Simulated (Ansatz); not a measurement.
```yaml
crystal:
  periodic: [false, false, false]
  atoms:
    - {symbol: Be, position_ang: [-1.311246, 0.962713, -0.668785]}
    - {symbol: Be, position_ang: [1.084079, -0.796900, 0.554240]}
    - {symbol: I, position_ang: [-3.004474, 2.210321, -1.538861]}
    - {symbol: I, position_ang: [0.248067, 1.698809, 0.907632]}
    - {symbol: I, position_ang: [-0.847435, -1.263077, -1.206928]}
    - {symbol: I, position_ang: [0.687185, -2.032680, 2.490714]}
    - {symbol: I, position_ang: [3.143825, -0.779166, -0.537991]}
basis:
  gaussian: {orbitals: def2-TZVPD, initial_orbitals: start.molden}
total_charge: -1
hamiltonian: {xc: {name: wB97X-V}}
scf: {omitted_lower_state_checks: [starts]}
output: {orbitals: {seedname: orbitals}}
```

The file start.molden holds the orbitals of an earlier run on this structure, at another level or in another basis.

```sh
$ ansatz run in.yaml --threads 4 --pin off --events-out ev --progress --plain --max-ram 4787MiB
```

(1) Does this run fit into the memory that it is given?

Results:

(1) No. It has 339 basis functions, and Ansatz plans for 5.28 GiB where 4.67 GiB are given.
